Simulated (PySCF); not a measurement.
Compound: C3H6F2S2Si.
Geometry (PBE0-D3(BJ)/def2-SVP, Å), atoms numbered from 1 in this order:
```xyz
14
C3H6F2S2Si angstrom
F     -2.046    1.015   -1.528
C     -1.584    0.558   -0.350
F     -2.626   -0.004    0.310
C     -0.526   -0.507   -0.584
C     -0.054   -1.171    0.697
S      0.904   -0.023    1.756
Si     2.051    0.806    0.141
S      0.878    0.165   -1.552
H     -1.210    1.406    0.249
H     -0.988   -1.269   -1.234
H     -0.920   -1.488    1.297
H      0.552   -2.057    0.463
H      2.131    2.284    0.317
H      3.435    0.268    0.006
```

Method: TDDFT B3LYP/def2-SVPD, vertical, gas phase, core orbitals frozen in the response (PySCF 2.14.0, density-fitted response routines).

Transition dipole moments from the ground state, in atomic units and in the frame of the coordinates above (overall signs are arbitrary), for the states with f of 0.002 or more among the lowest 9:

| state | E (hartree) | μx | μy | μz |
| --- | --- | --- | --- | --- |
| S3 | 0.2030 | -0.184 | 0.068 | 0.077 |
| S4 | 0.2069 | 0.038 | -0.230 | -0.082 |
| S5 | 0.2373 | -0.024 | -0.061 | -0.162 |
| S6 | 0.2398 | -0.039 | 0.107 | -0.046 |
| S7 | 0.2453 | -0.146 | 0.137 | -0.114 |
| S8 | 0.2483 | -0.095 | 0.157 | 0.257 |
| S9 | 0.2497 | -0.165 | 0.210 | 0.092 |

(1) What oscillator strength does each state have?

(2) What angle do the transition dipoles of S8 and S9 make?

(3) What peak molar absorption coefficient would the strongest computed level give as a lone Gaussian band 0.5 eV wide at half height?

## Answers

(1) f = (2/3) ΔE |μ|² with ΔE in hartree (27.2114 eV).

| state | \|μ\|² (au) | \|μ\| (D) | f |
| --- | --- | --- | --- |
| S3 | 0.045 | 0.54 | 0.006 |
| S4 | 0.061 | 0.63 | 0.008 |
| S5 | 0.031 | 0.45 | 0.005 |
| S6 | 0.015 | 0.31 | 0.002 |
| S7 | 0.053 | 0.59 | 0.009 |
| S8 | 0.100 | 0.80 | 0.017 |
| S9 | 0.080 | 0.72 | 0.013 |

(2) |cos θ| = |μa·μb| / (|μa| |μb|) = 0.81, so θ ≈ 36° (taken between 0 and 90°, since the signs are arbitrary).

(3) ε(max) = 2.175×10⁸ f / FWHM, with the width in cm⁻¹. S8: 2.175×10⁸ × 0.0165 / 4033 ≈ 890 L mol⁻¹ cm⁻¹.

All these states lie below the vertical ionisation energy of 9.27 eV (ΔSCF).

One conformer stands for the species.
